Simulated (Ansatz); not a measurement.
Question: Name a neutral molecule of C, Cl, In, N and H with HOMO–LUMO gap (PBE0/def2-TZVPP) between 6.40 and 6.70 eV and HOMO energy (PBE/def2-TZVPP) between -7.45 and -7.15 eV (Ansatz, PBE0-D4/def2-TZVP geometry).

Answer: `[CH3][In]([Cl])[C]#N` (6.52 eV, -7.42 eV). Other molecules can fit too; these were computed, each in one conformer that needn't be the lowest.
